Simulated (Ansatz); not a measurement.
Ansatz (a quantum-chemistry and plane-wave program) input (B3LYP-D3(BJ)/def2-TZVP):

Ansatz 0.2 input:
```yaml
crystal:
  periodic: [false, false, false]
  atoms:
    - {symbol: B, position_ang: [0.78637393, -0.99326566, 0.99886838]}
    - {symbol: F, position_ang: [2.06679956, -1.12882836, 0.85490990]}
    - {symbol: I, position_ang: [-0.42515218, 0.28539214, -0.23940625]}
basis:
  gaussian:
    orbitals: def2-TZVP
hamiltonian:
  xc: b3lyp
  dispersion: d3bj
magnetization: {spin_polarized: true, initial_magnetization: 1}
phonons: {temperatures: {t_min: 298.15, t_max: 298.15, t_step: 100}}
```

Output:

```
Functional definition: B3LYP
integrals: 0.03 GiB planned
736 factors; their error is unknown
mean field: 0.42 GiB planned
mean field evaluation 1: about -11496.8259 eV, gradient 2.1e1 eV
mean field evaluation 2: about -11494.2828 eV, gradient 3.7e1 eV
mean field evaluation 4: about -11498.1505 eV, gradient 1.5e0 eV
mean field evaluation 8: about -11498.1635 eV, gradient 5.5e-2 eV
mean field evaluation 16: about -11498.3961 eV, gradient 4.0e-5 eV
mean field -11498.39606625 eV, -422.5582615419 hartree, gradient 4.0e-5 eV, S^2 0.753645; 0 other end points of the search recorded, 0 dependent functions left out
the calculation of the forces begins
reference -11498.39625594 eV, -422.5582685129 hartree; 20, 19 occupied and 92, 93 virtual orbitals, 736 factors
these checks for a lower state are left out or cut short: stability, starts, cluster_reference, orbital_swaps, neighbouring_geometries, increment
integrals: 0.03 GiB planned
736 factors; their error is unknown
mean field: 0.42 GiB planned
mean field -11498.39602784 eV, -422.5582601305 hartree, gradient 6.4e-7 eV, S^2 0.753631; 0 other end points of the search recorded, 0 dependent functions left out
the calculation of the forces begins
reference -11498.39621753 eV, -422.5582671013 hartree; 20, 19 occupied and 92, 93 virtual orbitals, 736 factors
these checks for a lower state are left out or cut short: stability, starts, cluster_reference, orbital_swaps, neighbouring_geometries, increment
integrals: 0.03 GiB planned
736 factors; their error is unknown
mean field: 0.42 GiB planned
mean field evaluation 32: about -11498.3960 eV, gradient 6.2e-7 eV
mean field -11498.39603628 eV, -422.5582604407 hartree, gradient 6.4e-7 eV, S^2 0.753659; 0 other end points of the search recorded, 0 dependent functions left out
the calculation of the forces begins
reference -11498.39622598 eV, -422.5582674118 hartree; 20, 19 occupied and 92, 93 virtual orbitals, 736 factors
these checks for a lower state are left out or cut short: stability, starts, cluster_reference, orbital_swaps, neighbouring_geometries, increment
integrals: 0.03 GiB planned
736 factors; their error is unknown
mean field: 0.42 GiB planned
mean field -11498.39599648 eV, -422.5582589781 hartree, gradient 7.1e-7 eV, S^2 0.753651; 0 other end points of the search recorded, 0 dependent functions left out
the calculation of the forces begins
reference -11498.39618622 eV, -422.5582659507 hartree; 20, 19 occupied and 92, 93 virtual orbitals, 736 factors
these checks for a lower state are left out or cut short: stability, starts, cluster_reference, orbital_swaps, neighbouring_geometries, increment
integrals: 0.03 GiB planned
736 factors; their error is unknown
mean field: 0.42 GiB planned
mean field -11498.39599294 eV, -422.5582588479 hartree, gradient 7.2e-7 eV, S^2 0.753639; 0 other end points of the search recorded, 0 dependent functions left out
the calculation of the forces begins
reference -11498.39618259 eV, -422.5582658173 hartree; 20, 19 occupied and 92, 93 virtual orbitals, 736 factors
these checks for a lower state are left out or cut short: stability, starts, cluster_reference, orbital_swaps, neighbouring_geometries, increment
integrals: 0.03 GiB planned
736 factors; their error is unknown
mean field: 0.42 GiB planned
mean field -11498.39604182 eV, -422.5582606441 hartree, gradient 6.4e-7 eV, S^2 0.753644; 0 other end points of the search recorded, 0 dependent functions left out
the calculation of the forces begins
reference -11498.39623149 eV, -422.5582676144 hartree; 20, 19 occupied and 92, 93 virtual orbitals, 736 factors
these checks for a lower state are left out or cut short: stability, starts, cluster_reference, orbital_swaps, neighbouring_geometries, increment
integrals: 0.03 GiB planned
736 factors; their error is unknown
mean field: 0.42 GiB planned
mean field evaluation 64: about -11498.3961 eV, gradient 6.2e-7 eV
mean field -11498.39607456 eV, -422.5582618474 hartree, gradient 6.4e-7 eV, S^2 0.753646; 0 other end points of the search recorded, 0 dependent functions left out
the calculation of the forces begins
reference -11498.39626427 eV, -422.5582688191 hartree; 20, 19 occupied and 92, 93 virtual orbitals, 736 factors
these checks for a lower state are left out or cut short: stability, starts, cluster_reference, orbital_swaps, neighbouring_geometries, increment
integrals: 0.03 GiB planned
736 factors; their error is unknown
mean field: 0.42 GiB planned
mean field -11498.39601157 eV, -422.5582595325 hartree, gradient 6.7e-7 eV, S^2 0.753647; 0 other end points of the search recorded, 0 dependent functions left out
the calculation of the forces begins
reference -11498.39620124 eV, -422.5582665026 hartree; 20, 19 occupied and 92, 93 virtual orbitals, 736 factors
these checks for a lower state are left out or cut short: stability, starts, cluster_reference, orbital_swaps, neighbouring_geometries, increment
integrals: 0.03 GiB planned
736 factors; their error is unknown
mean field: 0.42 GiB planned
mean field -11498.39597760 eV, -422.5582582842 hartree, gradient 6.6e-7 eV, S^2 0.753643; 0 other end points of the search recorded, 0 dependent functions left out
the calculation of the forces begins
reference -11498.39616732 eV, -422.5582652560 hartree; 20, 19 occupied and 92, 93 virtual orbitals, 736 factors
these checks for a lower state are left out or cut short: stability, starts, cluster_reference, orbital_swaps, neighbouring_geometries, increment
integrals: 0.03 GiB planned
736 factors; their error is unknown
mean field: 0.42 GiB planned
mean field -11498.39606325 eV, -422.5582614315 hartree, gradient 6.4e-7 eV, S^2 0.753660; 0 other end points of the search recorded, 0 dependent functions left out
the calculation of the forces begins
reference -11498.39625296 eV, -422.5582684034 hartree; 20, 19 occupied and 92, 93 virtual orbitals, 736 factors
these checks for a lower state are left out or cut short: stability, starts, cluster_reference, orbital_swaps, neighbouring_geometries, increment
integrals: 0.03 GiB planned
736 factors; their error is unknown
mean field: 0.42 GiB planned
mean field evaluation 96: about -11498.3960 eV, gradient 6.3e-7 eV
mean field -11498.39602206 eV, -422.5582599179 hartree, gradient 6.4e-7 eV, S^2 0.753630; 0 other end points of the search recorded, 0 dependent functions left out
the calculation of the forces begins
reference -11498.39621173 eV, -422.5582668880 hartree; 20, 19 occupied and 92, 93 virtual orbitals, 736 factors
these checks for a lower state are left out or cut short: stability, starts, cluster_reference, orbital_swaps, neighbouring_geometries, increment
integrals: 0.03 GiB planned
736 factors; their error is unknown
mean field: 0.42 GiB planned
mean field -11498.39604025 eV, -422.5582605865 hartree, gradient 6.5e-7 eV, S^2 0.753637; 0 other end points of the search recorded, 0 dependent functions left out
the calculation of the forces begins
reference -11498.39622992 eV, -422.5582675568 hartree; 20, 19 occupied and 92, 93 virtual orbitals, 736 factors
these checks for a lower state are left out or cut short: stability, starts, cluster_reference, orbital_swaps, neighbouring_geometries, increment
integrals: 0.03 GiB planned
736 factors; their error is unknown
mean field: 0.42 GiB planned
mean field -11498.39607774 eV, -422.5582619640 hartree, gradient 6.5e-7 eV, S^2 0.753653; 0 other end points of the search recorded, 0 dependent functions left out
the calculation of the forces begins
reference -11498.39626745 eV, -422.5582689357 hartree; 20, 19 occupied and 92, 93 virtual orbitals, 736 factors
Total energy: -11498.49713138 eV, -422.5619756170 hartree
Atom 0 at     0.786374    -0.993266     0.998868 Å, force    -0.000056     0.000026    -0.000017 eV/Å
Atom 1 at     2.066800    -1.128828     0.854910 Å, force     0.000043    -0.000008    -0.000001 eV/Å
Atom 2 at    -0.425152     0.285392    -0.239406 Å, force     0.000013    -0.000018     0.000018 eV/Å
Dipole moment:    -0.007387     0.010363    -0.010617 e Å
Vibrations: 262.74 558.10 1329.10 cm⁻¹, zero-point energy 0.133279 eV
```

It need not be the lowest isomer of its formula.
